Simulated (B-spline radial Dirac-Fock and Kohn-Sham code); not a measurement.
**Core-level shifts of vanadium with charge state**

These are calculated numbers from a radial B-spline solver; the model is Dirac-Fock (average of configuration) total-energy differences with a finite nucleus, the Breit interaction including its frequency dependence, and self-energy and vacuum-polarisation corrections. Each ion is free and in its tabulated ground configuration. Correlation and solid-state effects are left out.

Reference: V, [Ar] 3d3 4s2, with 1s 5476.7 eV, 2s 641.0 eV, 2p1/2 532.9 eV, 2p3/2 526.0 eV, 3p3/2 50.75 eV. Shifts from it, in eV (a dash: the subshell is empty, belongs to an open shell averaged over j, or its hole state is left out as unreliable):

| ion | configuration | 1s | 2s | 2p1/2 | 2p3/2 | 3p3/2 |
| --- | --- | --- | --- | --- | --- | --- |
| V⁺ | [Ar] 3d4 | +2.4 | +1.2 | +1.4 | +1.4 | +3.1 |
| V²⁺ | [Ar] 3d3 | +18.9 | +18.4 | +18.6 | +18.6 | +18.1 |
| V³⁺ | [Ar] 3d2 | +38.9 | +39.3 | +39.4 | +39.4 | +35.6 |
| V⁴⁺ | [Ar] 3d1 | +62.0 | +63.4 | +63.3 | +63.3 | +55.0 |
| V⁵⁺ | [Ne] 3s2 3p6 | +88.0 | +90.3 | +90.2 | +90.2 | +76.2 |
| V⁶⁺ | [Ne] 3s2 3p5 | +120.0 | +119.9 | +119.9 | – | – |
